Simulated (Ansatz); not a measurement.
Geometry optimisation, RKS revPBE/def2-SVP in Ansatz.

The input (input.yaml):

```yaml
crystal:
  periodic: [false, false, false]
  atoms:
    - { symbol: "N", position_ang: [0.397, 1.5596, -0.7881] }
    - { symbol: B, position_ang: [0.6727, 0.1153, -0.7693] }
    - { symbol: O, position_ang: [-0.4297, -0.8734, -0.745] }
    - { symbol: Al, position_ang: [-0.5403, -1.2898, 1.0408] }
    - { symbol: H, position_ang: [-0.2974, 1.7513, -1.6223] }
    - { symbol: H, position_ang: [-0.1853, 1.8395, 0.0695] }
    - { symbol: H, position_ang: [1.8264, -0.2316, -0.8731] }
    - { symbol: H, position_ang: [0.2705, -2.4744, 1.6821] }
    - { symbol: H, position_ang: [-1.6251, -0.4427, 1.9883] }
basis:
  gaussian: { orbitals: def2-SVP }
hamiltonian:
  xc: revpbe
relax:
  f_tol: 0.015
  max_steps: 40
```

Command:

```bash
$ ansatz run input.yaml --threads 1 --pin off --max-ram 2048MiB --backend cpu --events-out ev --progress --plain --runs-dir out
```

Question: Where does it end, and by what steps?

Answer: The run converged. The force dipped under the threshold on the way, but the program's further checks kept it going. After 20 steps the energy has fallen by 1.914 eV; H6 moved furthest, 2.05 Å.

```csv
step,energy less start (eV),largest force component (eV/Å),accepted
0,0.0000,2.291,yes
1,-0.3954,1.357,yes
2,-0.6025,0.557,yes
3,-0.7351,0.669,yes
4,-0.8931,0.858,yes
5,-1.0759,1.237,yes
6,-1.2864,1.055,yes
7,-1.4713,0.888,yes
8,-1.6065,0.753,yes
9,-1.7175,0.728,yes
10,-1.8075,0.417,yes
11,-1.8623,0.251,yes
12,-1.8886,0.282,yes
13,-1.9079,0.046,yes
14,-1.9121,0.097,yes
15,-1.9104,0.232,no
16,-1.9134,0.029,yes
17,-1.9119,0.142,no
18,-1.9139,0.003,yes
19,-1.9133,0.050,no
20,-1.9140,0.007,yes
```

```xyz
9
Properties=species:S:1:pos:R:3
N 0.177 1.448 -1.262
B 0.766 0.585 -0.306
O 0.029 -0.376 0.343
Al -0.695 -1.635 1.255
H -0.809 1.411 -1.522
H 0.710 2.166 -1.751
H 1.961 0.713 -0.065
H -0.700 -3.104 0.630
H -1.350 -1.256 2.660
```

Time of the run: 48 s on 1 thread of Arm Neoverse V2, on a shared host, peak memory 0.14 GiB.
